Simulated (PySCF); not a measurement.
ClLi (SMILES [Li][Cl]), singlet, at a GFN2-xTB geometry (such geometries of metal compounds can be far from the true shape); BLYP/6-31G* run with PySCF.

PySCF was given this input:
```python
from pyscf import gto, scf, dft

mol = gto.Mole()
mol.atom = '''
    Li   -0.000000   -0.000000   -1.663114
    Cl    0.000000    0.000000    0.293491
'''
mol.basis = '6-31g*'
mol.charge = 0
mol.spin = 0
mol.verbose = 5
mol.build()

mf = dft.RKS(mol)
mf.xc = 'blyp'
mf.kernel()
mf.analyze()
```

**Question.** Write the output that PySCF gives for this input, abridged.

**Answer.** 
```
PySCF version 2.14.0

[INPUT] verbose = 5
[INPUT] max_memory = 4000
[INPUT] num. atoms = 2
[INPUT] num. electrons = 20
[INPUT] charge = 0
[INPUT] spin (= nelec alpha-beta = 2S) = 0
[INPUT] symmetry False subgroup None
[INPUT] Mole.unit = angstrom
[INPUT] Symbol           X                Y                Z      unit          X                Y                Z       unit  Magmom
[...]
[INPUT] ---------------- BASIS SET ----------------
[INPUT] l, kappa, [nprim/nctr], expnt,             c_1 c_2 ...
[INPUT] Cl
[...]
                                3780.35           0.014034
                                860.474           0.069097
                                242.145           0.237452
                                77.3349           0.483034
                                26.247            0.339856
[...]
                                116.984           -0.030714
                                37.4153           -0.112528
                                13.7834           0.045016
                                5.45215           0.589353
                                2.22588           0.465206
[...]
                                1.14427           0.061589
                                0.420377          1.06018
[...]
                                116.984           0.030318
                                37.4153           0.12988
                                13.7834           0.327951
                                5.45215           0.453527
                                2.22588           0.252154
[...]
                                1.14427           0.323572
                                0.420377          0.743507
[...]
[INPUT] Li
[...]
                                96.798515         0.0162089
                                22.091121         0.0773156
                                6.2010703         0.245786
                                1.9351177         0.470189
                                0.6367358         0.3454708
[...]
                                0.6324306         -0.1912328
                                0.0790534         1.0839878
[...]
                                0.6324306         0.1410095
                                0.0790534         0.9453637
[...]
nuclear repulsion = 13.7932989831468
number of shells = 14
number of NR pGTOs = 78
number of NR cGTOs = 32
basis = 6-31g*
ecp = {}

******** <class 'pyscf.dft.rks.RKS'> ********
method = RKS
initial guess = minao
damping factor = 0
level_shift factor = 0
DIIS = <class 'pyscf.scf.diis.CDIIS'>
diis_start_cycle = 1
diis_space = 8
diis_damp = 0
SCF conv_tol = 1e-09
SCF conv_tol_grad = None
SCF max_cycles = 50
direct_scf = True
direct_scf_tol = 1e-13
XC library pyscf.dft.libxc version 7.1.2
    S. Lehtola, C. Steigemann, M. J. T. Oliveira, and M. A. L. Marques,  SoftwareX 7, 1–5 (2018)
XC functionals = blyp
    A. D. Becke,  Phys. Rev. A 38, 3098 (1988)
    C. Lee, W. Yang, and R. G. Parr,  Phys. Rev. B 37, 785 (1988)
    B. Miehlich, A. Savin, H. Stoll, and H. Preuss,  Chem. Phys. Lett. 157, 200 (1989)
radial grids:
    Treutler-Ahlrichs [JCP 102, 346 (1995); DOI:10.1063/1.469408] (M4) radial grids

becke partition: Becke, JCP 88, 2547 (1988); DOI:10.1063/1.454033
pruning grids: <function nwchem_prune>
grids dens level: 3
symmetrized grids: False
atomic radii adjust function: <function treutler_atomic_radii_adjust>
small_rho_cutoff = 0
Set gradient conv threshold to 3.16228e-05
Initial guess from minao.
atom Li rad-grids = 75, ang-grids = [ 50  50  50  50  50  50  50  50  50  50  50  50  50  50  50  50  50  50
  50  50  50  50  50  50  86  86  86  86  86  86  86  86  86  86 266 266
 266 266 266 266 266 302 302 302 302 302 302 302 302 302 302 302 302 302
 302 302 302 302 302 302 302 302 266 266 266 266 266 266 266 266 266 266
 266 266 266]
atom Cl rad-grids = 80, ang-grids = [ 50  50  50  50  50  50  50  50  50  50  50  50  50  50  50  50  50  50
  50  50  50  50  50  50  86  86  86  86  86  86  86  86  86  86  86  86
  86 350 350 350 350 350 350 350 350 350 434 434 434 434 434 434 434 434
 434 434 434 434 434 434 434 434 434 434 350 350 350 350 350 350 350 350
 350 350 350 350 350 350 350 350]
tot_boxes 972, boxes in each direction [ 7  7 10]
Padding 6 grids
tot grids = 32608
nelec by numeric integration = 19.995734386204365
E1 = -671.3199826726812  E2 = 189.83237084406295  Ecoul = 219.87421404809677  Exc = -30.041843204033817
init E= -467.694312845471
cond(S) = 239.16164361694746
[...]
  mo_energy =
[-1.00816809e+02 -9.27387699e+00 -7.09988819e+00 -7.09790677e+00
 -7.09790677e+00 -1.90894198e+00 -8.05323243e-01 -3.78510420e-01
 -3.56847354e-01 -3.56847354e-01 -8.36244995e-02 -2.13225491e-02
 -2.13225491e-02  2.34186278e-03  8.25045291e-02  8.25045291e-02
  1.07449783e-01  1.99346894e-01  3.69937173e-01  3.69937173e-01
  3.91129816e-01  3.91129942e-01  3.92488832e-01  3.99746635e-01
  3.99746635e-01  5.65791056e-01  6.54998281e-01  7.37744075e-01
  7.37755497e-01  8.89333022e-01  8.89333022e-01  1.15965843e+00]
nelec by numeric integration = 20.00000423336339
E1 = -677.8897409708029  E2 = 196.39185996047297  Ecoul = 226.8492040618995  Exc = -30.457344101426546
cycle= 1 E= -467.704582027183  delta_E= -0.0103  |g|= 0.378  |ddm|= 1.18
[...]
  mo_energy =
[-1.00306016e+02 -8.80943350e+00 -6.63045662e+00 -6.62920139e+00
 -6.62920139e+00 -1.92602159e+00 -5.03997211e-01 -1.29682635e-01
 -1.08951957e-01 -1.08951957e-01 -6.05947707e-02  2.15060526e-02
  2.15060526e-02  5.05034115e-02  1.11056745e-01  1.11056745e-01
  1.11185250e-01  2.78476697e-01  4.29164552e-01  4.29169858e-01
  4.64288270e-01  4.64288270e-01  5.69429403e-01  5.95205114e-01
  5.95205114e-01  7.75644201e-01  8.02055167e-01  1.04676288e+00
  1.04677584e+00  1.15756096e+00  1.15756096e+00  1.32357764e+00]
nelec by numeric integration = 20.00000427251866
E1 = -666.5766741998957  E2 = 185.24928374476139  Ecoul = 214.91545349658892  Exc = -29.666169751827532
cycle= 2 E= -467.534091471987  delta_E= 0.17  |g|= 0.799  |ddm|=  1.5
[...]
[...]
converged SCF energy = -467.759543904246
Total Energy =                        -467.759543904246073
[...]
1 Cl 3dxy       -0.00000   0.00000   0.00000   0.12902   0.00000
1 Cl 3dyz       -0.00778  -0.00000  -0.00000  -0.00000   0.00000
1 Cl 3dz^2       0.00000   0.02608   0.10848   0.00000  -0.00000
1 Cl 3dxz       -0.09531   0.00000   0.00000  -0.00000  -0.00000
1 Cl 3dx2-y2    -0.00000  -0.00000   0.00000  -0.00000   0.12902
               #21       #22       #23       #24       #25
0 Li 1s         -0.00000   0.00000   0.00232  -0.00000  -0.00000
0 Li 2s          0.00000  -0.00000  -0.05159   0.00000   0.00000
0 Li 3s          0.00000  -0.00000   0.19144  -0.00000  -0.00000
0 Li 2px         0.04487   0.01105  -0.00000  -0.00104  -0.12955
0 Li 2py        -0.01105   0.04487  -0.00000  -0.12955   0.00104
0 Li 2pz        -0.00000   0.00000  -0.02776  -0.00000   0.00000
0 Li 3px         0.03307   0.00814  -0.00000  -0.00027  -0.03340
0 Li 3py        -0.00814   0.03307  -0.00000  -0.03340   0.00027
0 Li 3pz         0.00000  -0.00000   0.16796  -0.00000  -0.00000
0 Li 3dxy       -0.00000  -0.00000  -0.00000   0.00000   0.00000
0 Li 3dyz       -0.22253   0.90389   0.00000  -0.01343   0.00011
0 Li 3dz^2      -0.00000   0.00000  -0.25113   0.00000   0.00000
0 Li 3dxz        0.90389   0.22253   0.00000  -0.00011  -0.01343
0 Li 3dx2-y2    -0.00000   0.00000  -0.00000  -0.00000  -0.00000
1 Cl 1s         -0.00000   0.00000   0.00064  -0.00000   0.00000
1 Cl 2s         -0.00000   0.00000  -0.00724   0.00000   0.00000
1 Cl 3s         -0.00000  -0.00000   0.02397   0.00000  -0.00000
1 Cl 4s          0.00000   0.00000  -0.66743   0.00000   0.00000
1 Cl 2px         0.00130   0.00032   0.00000   0.00005   0.00570
1 Cl 2py        -0.00032   0.00130   0.00000   0.00570  -0.00005
1 Cl 2pz         0.00000   0.00000  -0.00292   0.00000   0.00000
1 Cl 3px        -0.03582  -0.00882  -0.00000  -0.00012  -0.01532
1 Cl 3py         0.00882  -0.03582  -0.00000  -0.01532   0.00012
1 Cl 3pz        -0.00000   0.00000  -0.02332   0.00000   0.00000
1 Cl 4px         0.07244   0.01783   0.00000   0.00785   0.97875
1 Cl 4py        -0.01783   0.07244   0.00000   0.97875  -0.00785
1 Cl 4pz        -0.00000   0.00000  -0.62870   0.00000   0.00000
1 Cl 3dxy       -0.00000  -0.00000  -0.00000  -0.00000  -0.00000
1 Cl 3dyz        0.08392  -0.34087   0.00000   0.15372  -0.00123
1 Cl 3dz^2      -0.00000   0.00000  -0.16352   0.00000   0.00000
1 Cl 3dxz       -0.34087  -0.08392   0.00000   0.00123   0.15372
1 Cl 3dx2-y2    -0.00000   0.00000  -0.00000   0.00000  -0.00000
               #26       #27       #28       #29       #30
0 Li 1s          0.00247  -0.00137  -0.00000   0.00000  -0.00000
0 Li 2s          0.02410   0.05721   0.00000  -0.00000  -0.00000
0 Li 3s          0.13089   0.01868  -0.00000   0.00000   0.00000
0 Li 2px        -0.00000  -0.00000  -0.00000   0.00000   0.10261
0 Li 2py         0.00000  -0.00000   0.00000  -0.00000  -0.00866
0 Li 2pz        -0.26773   0.13655  -0.00000  -0.00000  -0.00000
0 Li 3px         0.00000   0.00000   0.00000  -0.00000  -0.08191
0 Li 3py        -0.00000   0.00000  -0.00000   0.00000   0.00691
0 Li 3pz         0.07687  -0.10790  -0.00000   0.00000   0.00000
0 Li 3dxy        0.00000  -0.00000  -0.00000  -0.12902   0.00000
0 Li 3dyz       -0.00000  -0.00000   0.00000   0.00000  -0.02977
0 Li 3dz^2      -0.21856   0.72105   0.00000  -0.00000   0.00000
0 Li 3dxz        0.00000  -0.00000  -0.00000   0.00000   0.35277
0 Li 3dx2-y2     0.00000   0.00000  -0.12902   0.00000  -0.00000
1 Cl 1s         -0.00045  -0.00047  -0.00000   0.00000  -0.00000
1 Cl 2s          0.00456   0.00400   0.00000  -0.00000  -0.00000
1 Cl 3s          0.00457  -0.02189  -0.00000   0.00000   0.00000
1 Cl 4s          0.51923   0.25365   0.00000  -0.00000  -0.00000
1 Cl 2px         0.00000  -0.00000  -0.00000   0.00000  -0.00028
1 Cl 2py        -0.00000  -0.00000  -0.00000  -0.00000   0.00002
1 Cl 2pz        -0.00039  -0.00520  -0.00000   0.00000   0.00000
1 Cl 3px        -0.00000   0.00000   0.00000  -0.00000   0.00137
1 Cl 3py        -0.00000  -0.00000   0.00000  -0.00000  -0.00012
1 Cl 3pz        -0.02982   0.02894  -0.00000  -0.00000   0.00000
1 Cl 4px         0.00000   0.00000   0.00000  -0.00000  -0.12785
1 Cl 4py        -0.00000   0.00000  -0.00000   0.00000   0.01079
1 Cl 4pz        -0.20020  -0.61236  -0.00000   0.00000  -0.00000
1 Cl 3dxy        0.00000   0.00000   0.00000   0.99164  -0.00000
1 Cl 3dyz       -0.00000   0.00000   0.00000  -0.00000  -0.07712
1 Cl 3dz^2      -0.73913   0.07406  -0.00000   0.00000   0.00000
1 Cl 3dxz        0.00000   0.00000  -0.00000   0.00000   0.91372
1 Cl 3dx2-y2    -0.00000   0.00000   0.99164  -0.00000   0.00000
               #31       #32
0 Li 1s          0.00000  -0.00161
0 Li 2s         -0.00000  -0.00036
0 Li 3s         -0.00000   0.25908
0 Li 2px         0.00866  -0.00000
0 Li 2py         0.10261  -0.00000
0 Li 2pz        -0.00000  -0.36891
0 Li 3px        -0.00691   0.00000
0 Li 3py        -0.08191   0.00000
0 Li 3pz         0.00000   0.27572
0 Li 3dxy       -0.00000   0.00000
0 Li 3dyz        0.35277   0.00000
0 Li 3dz^2      -0.00000  -0.31907
0 Li 3dxz        0.02977  -0.00000
0 Li 3dx2-y2     0.00000  -0.00000
1 Cl 1s          0.00000  -0.00028
1 Cl 2s         -0.00000   0.00210
1 Cl 3s         -0.00000   0.00091
1 Cl 4s          0.00000   0.37447
1 Cl 2px        -0.00002   0.00000
1 Cl 2py        -0.00028   0.00000
1 Cl 2pz         0.00000   0.00007
1 Cl 3px         0.00012   0.00000
1 Cl 3py         0.00137  -0.00000
1 Cl 3pz        -0.00000  -0.01000
1 Cl 4px        -0.01079   0.00000
1 Cl 4py        -0.12785  -0.00000
1 Cl 4pz         0.00000  -0.26686
1 Cl 3dxy       -0.00000  -0.00000
1 Cl 3dyz        0.91372   0.00000
1 Cl 3dz^2      -0.00000   0.63828
1 Cl 3dxz        0.07712  -0.00000
1 Cl 3dx2-y2    -0.00000   0.00000
 ** Mulliken pop on meta-lowdin orthogonal AOs  **
 ** Mulliken pop  **
[...]
 ** Mulliken atomic charges  **
charge of    0Li =      0.78063
charge of    1Cl =     -0.78063
Dipole moment(X, Y, Z, Debye): -0.00000, -0.00000, -6.44377
```
